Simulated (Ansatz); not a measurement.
```yaml
crystal:
  periodic: [false, false, false]
  atoms:
    - {symbol: Cu, position_ang: [-2.118245, 0.151487, 1.272607]}
    - {symbol: Cu, position_ang: [-0.246507, 0.151589, -0.477978]}
    - {symbol: Cu, position_ang: [2.218305, -0.212969, -1.078079]}
    - {symbol: Cl, position_ang: [3.253755, -2.057051, -1.375930]}
    - {symbol: Cl, position_ang: [-1.806465, -1.393416, -0.269995]}
    - {symbol: Cl, position_ang: [1.232768, 1.746014, -0.842926]}
    - {symbol: Cl, position_ang: [-2.533611, 1.614345, 2.772301]}
basis:
  gaussian: {orbitals: def2-TZVPD, initial_orbitals: start.molden}
total_charge: -1
hamiltonian: {xc: {name: wB97X-V}}
scf: {omitted_lower_state_checks: [starts]}
output: {orbitals: {seedname: orbitals}}
```

The file start.molden holds the orbitals of an earlier run on this structure, at another level or in another basis.

```sh
$ ansatz run in.yaml --threads 4 --pin off --events-out ev --progress --plain --max-ram 4787MiB
```

(1) Does this run fit into the memory that it is given?

Results:

(1) No. It has 328 basis functions, and Ansatz plans for 5.01 GiB where 4.67 GiB are given.
